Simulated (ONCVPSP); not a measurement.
# Logarithmic derivatives: O (Z = 8), ONCV

- Element: oxygen (O)
- Generator: ONCVPSP 4.0.1
- Type: optimised norm-conserving Vanderbilt (ONCV)
- Functional: PBEsol
- Relativity: scalar-relativistic
- Frozen core: [He]
- Valence charge: 6
- Reference configuration: 2s2 2p4
- Partial waves: 2s: rc 0.90 bohr, ncon 5, nbas 8, qcut 9.4 1/bohr, 1 projector; 2p: rc 1.05 bohr, ncon 4, nbas 8, qcut 8.3 1/bohr, 2 projectors, debl 2.5 Ha
- Local potential: polynomial inside 0.75 bohr (lpopt 3, dvloc0 0 Ha)
- Core correction: polynomial model core, fcfact 0.2

The phase is arctan(r·R′/R) of the radial function R(r), unwrapped; energies in Ha, scanned from -2 to 5 Ha. A pole is an energy at which the radial function vanishes at the test radius. The pseudo phase is shifted by a multiple of π to meet the all-electron one at the reference energy, and phase errors are pseudo minus all-electron; the curves can meet again beyond the range given. Levels narrower than the energy grid can be missing from the lists of poles.

**Question.** For each channel, where are the poles, and over which energies does the pseudopotential scatter like the atom?

**Answer.**

```tsv
channel	radius (bohr)	reference energy (Ha)	poles, all-electron	poles, pseudo	unbroken range about the reference energy with phases within 0.05 rad	phase error 1 Ha above the reference energy (rad)
s	0.91	-0.87	none	4.95	the whole range	-0.001
p	1.06	-0.33	2.20	2.20	the whole range	-0.000
```

Phases in the s channel:

```csv
E (Ha),all-electron,pseudo
-1.98,-0.365,-0.367
-1.80,-0.455,-0.456
-1.62,-0.540,-0.541
-1.44,-0.620,-0.621
-1.26,-0.695,-0.695
-1.08,-0.764,-0.764
-0.90,-0.828,-0.828
-0.72,-0.886,-0.886
-0.54,-0.939,-0.939
-0.36,-0.987,-0.988
-0.18,-1.032,-1.032
0.00,-1.072,-1.073
0.18,-1.109,-1.111
0.36,-1.143,-1.145
0.54,-1.175,-1.177
0.72,-1.204,-1.206
0.90,-1.230,-1.233
1.08,-1.255,-1.258
1.26,-1.278,-1.282
1.44,-1.299,-1.303
1.62,-1.319,-1.324
1.80,-1.338,-1.343
1.98,-1.356,-1.361
2.16,-1.372,-1.378
2.34,-1.388,-1.395
2.52,-1.403,-1.410
2.70,-1.417,-1.425
2.88,-1.430,-1.439
3.06,-1.443,-1.452
3.24,-1.455,-1.465
3.42,-1.466,-1.478
3.60,-1.478,-1.490
3.78,-1.488,-1.501
3.96,-1.499,-1.513
4.14,-1.509,-1.524
4.32,-1.519,-1.535
4.50,-1.528,-1.545
4.68,-1.537,-1.556
4.86,-1.546,-1.566
```
